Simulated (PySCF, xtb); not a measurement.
C3H7NOSi, SMILES C[C@@H](C#N)[SiH2]O. The values are those of a single conformer.

Harmonic wavenumbers (cm⁻¹) from GFN2-xTB (xtb 6.7.1) at its own minimum, in rising order: 44, 114, 169, 186, 228, 276, 319, 471, 516, 550, 595, 644, 742, 762, 793, 919, 925, 999, 1082, 1093, 1174, 1272, 1414, 1497, 1503, 2280, 2357, 2386, 2946, 3012, 3031, 3037, 3641.

Task: What does B3LYP-D3(BJ)/def2-SVP (PySCF 2.14.0) give at its own minimum? (Estimate from the structure and the level; the computed values follow.)

Result: 57, 115, 172, 212, 240, 298, 346, 495, 552, 621, 648, 729, 836, 875, 904, 908, 959, 1000, 1065, 1098, 1176, 1300, 1397, 1469, 1478, 2228, 2266, 2352, 3040, 3045, 3128, 3132, 3844. Paired by order, the mean absolute difference is 47 cm⁻¹ and the zero-point energies are 58.6 and 60.0 kcal/mol.
